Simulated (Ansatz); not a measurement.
Two isomers of C2H9NOSi: A = `NCOC[SiH3]`, B = `CO[SiH2]CN`.

Isolated molecules relaxed with PBE0-D4/def2-TZVP in Ansatz; ΔE leaves out vibrations. CCSD(T)/CBS adds triple-zeta CCSD(T) − MP2 to the extrapolated MP2 energy (def2 sets, frozen cores). DFT in def2-TZVPP. B3LYP here is the variant with VWN-RPA as its local correlation; programs differ in this. Each species was taken in one conformer, which may not be the lowest.

Q: Which isomer does CCSD(T)/CBS put lower? Give the gap. (Estimate.)

A: Ansatz gave: B, by 143.8 kJ/mol.

Q: Give E(B) − E(A) in kJ/mol with HF/def2-TZVPP, MP2/def2-TZVPP, r2SCAN-D4, CCSD/def2-TZVPP, B3LYP-D4, B2PLYP, ωB97M-V. (An estimate is asked.)

A: The calculation gave: HF/def2-TZVPP -146.9, MP2/def2-TZVPP -147.2, r2SCAN-D4 -138.6, CCSD/def2-TZVPP -142.3, B3LYP-D4 -140.7, B2PLYP -141.9, ωB97M-V -140.6. None reverses the order clearly.

Largest T1 diagnostic: 0.011.

From PBE to PBE0 (25 % exact exchange), in def2-TZVPP and without D4, E(B) − E(A) moves by −5.9 kJ/mol.
